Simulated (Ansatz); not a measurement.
Harmonic frequencies (cm⁻¹) at PBE0-D4/def2-TZVP from Ansatz: 69, 86, 151, 206, 299, 392, 614, 620, 658, 739, 788, 844, 897, 909, 1029, 1076, 1214, 1298, 1431, 1465, 2145, 2542, 2578, 3012, 3089, 3138, 3468.

Each molecule was computed in one conformer, which needn't be the lowest.

(1) Which molecule is it?
A. `CBC1=CB1`
B. `BC(B)=C=C`
C. `NC1=NCB1`
D. `C#CBBC`

Answers

(1) D.
